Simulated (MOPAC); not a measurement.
MOPAC input (PM7):

```
PM7 FORCE THERMO(298,298) PRECISE LET UHF MS=0.5 GEO-OK AUX(PRECISION=9) THREADS=1
FMg

Mg    0.00000000 1    0.00000000 1   -0.72679935 1
F     0.00000000 1    0.00000000 1    0.97969377 1
```

**Question.** Which zero-point energy does it print?

**Answer.** 1.22 kcal/mol, from the harmonic wavenumbers of PM7.
